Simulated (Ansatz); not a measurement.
Breaking a bond: SMILES [CH3][GaH2], singlet. The C1–Ga5 bond (C1 also carries H, H, H; Ga5 carries H, H) is stretched with both fragments frozen at the PBE0/def2-TZVP optimised geometry.

Computed with: RKS-PBE = restricted PBE/cc-pVTZ in Ansatz (an electronic-structure program); UKS-PBE = unrestricted PBE/cc-pVTZ (Ansatz); RKS-B3LYP = restricted B3LYP/cc-pVTZ run with Ansatz; UCCSD(T) = CCSD(T) on UHF/cc-pVTZ, cores with 3d frozen in Ansatz.

Energies relative to the lowest point of each curve near equilibrium, in kJ/mol; the last columns give the difference from UCCSD(T):

| R / Å | RKS-PBE | UKS-PBE | RKS-B3LYP | UCCSD(T) | RKS-PBE − UCCSD(T) | UKS-PBE − UCCSD(T) | RKS-B3LYP − UCCSD(T) |
|---|---|---|---|---|---|---|---|
| 1.46 | 431.9 | 431.9 | 442.1 | 481.8 | -49.8 | -49.8 | -39.7 |
| 1.56 | 234.2 | 234.2 | 240.4 | 265.8 | -31.6 | -31.6 | -25.4 |
| 1.68 | 96.7 | 96.7 | 99.7 | 113.1 | -16.4 | -16.4 | -13.4 |
| 1.76 | 45.4 | 45.4 | 47.0 | 55.0 | -9.6 | -9.6 | -8.0 |
| 1.83 | 18.7 | 18.7 | 19.5 | 24.1 | -5.4 | -5.4 | -4.6 |
| 1.93 | 1.7 | 1.7 | 1.8 | 3.0 | -1.4 | -1.4 | -1.2 |
| 1.97 | 0.0 | 0.0 | 0.0 | 0.3 | -0.3 | -0.3 | -0.3 |
| 2.01 | 0.6 | 0.6 | 0.5 | 0.0 | 0.6 | 0.6 | 0.5 |
| 2.11 | 9.7 | 9.7 | 9.6 | 7.8 | 1.9 | 1.9 | 1.8 |
| 2.17 | 18.9 | 18.9 | 19.0 | 16.8 | 2.2 | 2.2 | 2.2 |
| 2.27 | 38.6 | 38.6 | 39.1 | 36.6 | 2.0 | 2.0 | 2.5 |
| 2.45 | 81.1 | 81.1 | 82.8 | 80.9 | 0.2 | 0.2 | 1.9 |
| 2.65 | 131.2 | 131.2 | 134.7 | 134.3 | -3.0 | -3.0 | 0.4 |
| 3.00 | 212.2 | 212.2 | 219.4 | 225.1 | -12.9 | -12.9 | -5.7 |
| 3.23 | 257.2 | 257.2 | 267.1 | 274.3 | -17.1 | -17.1 | -7.2 |
| 3.53 | 305.6 | 303.9 | 319.1 | 319.5 | -13.9 | -15.6 | -0.4 |
| 3.92 | 352.8 | 335.1 | 371.1 | 345.3 | 7.6 | -10.2 | 25.8 |
| 4.36 | 389.4 | 349.8 | 412.8 | 353.8 | 35.6 | -4.0 | 59.0 |
| 4.84 | 415.1 | 356.1 | 443.5 | 356.4 | 58.7 | -0.3 | 87.1 |
| 5.28 | 429.8 | 358.4 | 462.2 | 357.2 | 72.6 | 1.2 | 105.1 |
| 5.89 | 441.7 | 359.5 | 478.7 | 357.5 | 84.1 | 2.0 | 121.2 |
| 6.82 | 449.9 | 359.9 | 492.0 | 357.7 | 92.2 | 2.2 | 134.3 |

RKS-PBE is furthest from UCCSD(T) at 6.82 (92.2 kJ/mol, above); its mean absolute difference over the points is 23.6 kJ/mol.

UKS-PBE is furthest from UCCSD(T) at 1.46 (-49.8 kJ/mol, below); its mean absolute difference over the points is 8.6 kJ/mol.

RKS-B3LYP is furthest from UCCSD(T) at 6.82 (134.3 kJ/mol, above); its mean absolute difference over the points is 29.4 kJ/mol.

The restricted form behind RKS-PBE, RKS-B3LYP keeps the bonding electrons paired and can't separate into open-shell fragments. The unrestricted determinant behind UKS-PBE is spin-contaminated at 3.53 to 6.82 Å (<S²> up to 1.0, against 0.00 for a pure singlet). The unrestricted determinant behind UCCSD(T) is spin-contaminated at 2.65 to 6.82 Å (<S²> up to 1.0, against 0.00 for a pure singlet).
